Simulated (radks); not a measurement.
Lu, 71 electrons, occupied as [Xe] 4f14 6s2 6p1 (not the ground configuration).

Calculated with a radial shooting solver on a logarithmic mesh with Libxc functionals: scalar-relativistic Kohn-Sham, LDA (Slater exchange, Perdew-Wang correlation), spin-polarised, spherical densities, point nucleus; open shells are filled with parallel spins first (spin-orbit coupling, left out, can overturn this in heavy ions).

Energy parts (hartree):
total: -14554.4862
kinetic: 15901.7980
electron-nucleus: -35868.7463
Hartree: 5703.6695
exchange-correlation: -291.2074

Orbitals (lengths in bohr, moments of r in powers of bohr; <r^-3> diverges for s and p1/2; r(90%) holds 90 % of the orbital's charge):
| orbital | occ. | eigenvalue (hartree) | <r^-3> | <1/r> | <r^4> | r(90%) |
|---|---|---|---|---|---|---|
| 1s up | 1 | -2322.357 | - | 82.17 | 7.082e-07 | 0.0351 |
| 1s down | 1 | -2322.357 | - | 82.17 | 7.082e-07 | 0.0351 |
| 2s up | 1 | -395.4579 | - | 19.17 | 0.0001083 | 0.127 |
| 2s down | 1 | -395.4578 | - | 19.17 | 0.0001083 | 0.127 |
| 2p up | 3 | -348.0406 | 16850 | 17.55 | 0.00008353 | 0.119 |
| 2p down | 3 | -348.0404 | 16850 | 17.55 | 0.00008353 | 0.119 |
| 3s up | 1 | -89.68635 | - | 7.085 | 0.004037 | 0.312 |
| 3s down | 1 | -89.68627 | - | 7.085 | 0.004037 | 0.312 |
| 3p up | 3 | -75.45955 | 3695 | 6.585 | 0.004296 | 0.318 |
| 3p down | 3 | -75.45945 | 3695 | 6.585 | 0.004296 | 0.318 |
| 3d up | 5 | -58.35200 | 483.3 | 6.235 | 0.003337 | 0.299 |
| 3d down | 5 | -58.35190 | 483.3 | 6.235 | 0.003337 | 0.299 |
| 4s up | 1 | -17.92197 | - | 3.002 | 0.09716 | 0.687 |
| 4s down | 1 | -17.92182 | - | 3.002 | 0.09715 | 0.687 |
| 4p up | 3 | -13.25179 | 845.4 | 2.735 | 0.1296 | 0.740 |
| 4p down | 3 | -13.25162 | 845.4 | 2.735 | 0.1295 | 0.740 |
| 4d up | 5 | -7.16087 | 93.31 | 2.421 | 0.1987 | 0.824 |
| 4d down | 5 | -7.16063 | 93.31 | 2.421 | 0.1987 | 0.824 |
| 5s up | 1 | -2.36751 | - | 1.138 | 3.536 | 1.69 |
| 5s down | 1 | -2.36647 | - | 1.138 | 3.532 | 1.69 |
| 5p up | 3 | -1.28174 | 108.2 | 0.9427 | 7.583 | 2.04 |
| 5p down | 3 | -1.28039 | 108.3 | 0.9432 | 7.539 | 2.04 |
| 4f up | 7 | -0.47657 | 13.92 | 1.830 | 1.455 | 1.24 |
| 4f down | 7 | -0.47607 | 13.93 | 1.830 | 1.437 | 1.24 |
| 6s up | 1 | -0.23195 | - | 0.3683 | 278.6 | 5.05 |
| 6s down | 1 | -0.21854 | - | 0.3717 | 275.3 | 5.03 |
| 6p up | 1 | -0.08810 | 7.023 | 0.2617 | 1126 | 7.16 |
| 6p down | 0 | -0.07345 | 6.878 | 0.2582 | 1288 | 7.40 |

The highest occupied level is 6p up at -2.397 eV. Summed over all electrons, <r^2> = 85.24 bohr^2, which gives a Langevin (diamagnetic) susceptibility term of -67.5 x 10^-6 cm^3/mol.
